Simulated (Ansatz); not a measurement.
Geometry optimisation, Ansatz 0.2.0, RKS PBE-D4/def2-SVP.

input.yaml

```yaml
crystal:
  periodic: [false, false, false]
  atoms:
    - { symbol: B, position_ang: [-0.104696, 0.121616, 0.13766] }
    - { symbol: F, position_ang: [-0.198693, 0.490092, 1.419179] }
    - { symbol: H, position_ang: [1.024419, 0.069499, -0.324434] }
    - { symbol: C, position_ang: [-1.414294, 0.025018, -0.72096] }
    - { symbol: H, position_ang: [-2.291004, -0.337242, -0.146865] }
    - { symbol: H, position_ang: [-1.655372, 1.067429, -1.038031] }
    - { symbol: H, position_ang: [-1.300191, -0.565895, -1.650013] }
    - { symbol: P, position_ang: [0.267249, -2.880342, 0.905898] }
    - { symbol: H, position_ang: [-0.362588, -2.571788, -0.347895] }
    - { symbol: H, position_ang: [1.550816, -2.401111, 0.470278] }
    - { symbol: H, position_ang: [-0.084745, -1.632675, 1.501882] }
basis:
  gaussian: { orbitals: def2-SVP }
hamiltonian:
  xc: pbe
  dispersion: d4
relax:
  f_tol: 0.03
  max_steps: 50
```

Command:

```bash
$ ansatz run input.yaml --threads 2 --pin off --max-ram 3072MiB --backend cpu --events-out ev --progress --plain --runs-dir out
```

Task: Where does it end, and by what steps?

Result: It converged. The force dipped under the threshold on the way, but the program's further checks kept it going. After 21 steps the energy has fallen by 0.123 eV; H11 moved furthest, 0.63 Å.

| step | energy less start (eV) | largest force component (eV/Å) | accepted |
| --- | --- | --- | --- |
| 0 | 0.0000 | 0.579 | yes |
| 1 | -0.0982 | 0.170 | yes |
| 2 | -0.1062 | 0.145 | yes |
| 3 | -0.1085 | 0.156 | yes |
| 4 | -0.1102 | 0.107 | yes |
| 5 | -0.1134 | 0.062 | yes |
| 6 | -0.1148 | 0.091 | yes |
| 7 | -0.0936 | 0.569 | no |
| 8 | -0.1165 | 0.137 | yes |
| 9 | -0.1171 | 0.123 | yes |
| 10 | -0.1181 | 0.105 | yes |
| 11 | -0.1190 | 0.046 | yes |
| 12 | -0.1195 | 0.025 | yes |
| 13 | -0.1200 | 0.059 | yes |
| 14 | -0.1204 | 0.060 | yes |
| 15 | -0.1211 | 0.071 | yes |
| 16 | -0.1216 | 0.104 | yes |
| 17 | -0.1212 | 0.119 | no |
| 18 | -0.1221 | 0.051 | yes |
| 19 | -0.1226 | 0.016 | yes |
| 20 | -0.1228 | 0.022 | yes |
| 21 | -0.1229 | 0.022 | yes |

```xyz
11
Properties=species:S:1:pos:R:3
B -0.125 0.390 0.140
F -0.289 0.583 1.456
H 1.019 0.513 -0.277
C -1.359 0.114 -0.778
H -2.271 -0.193 -0.229
H -1.590 1.066 -1.311
H -1.130 -0.622 -1.576
P 0.487 -3.160 0.849
H -0.677 -2.932 0.029
H 1.278 -2.216 0.099
H 0.088 -2.158 1.804
```

Whether the end is a true minimum wasn't checked by a vibrational analysis.

The run took 14 s on 2 threads of AMD EPYC 9R45 96-Core Processor (Zen 5), with other jobs on the host, peak memory 0.17 GiB.
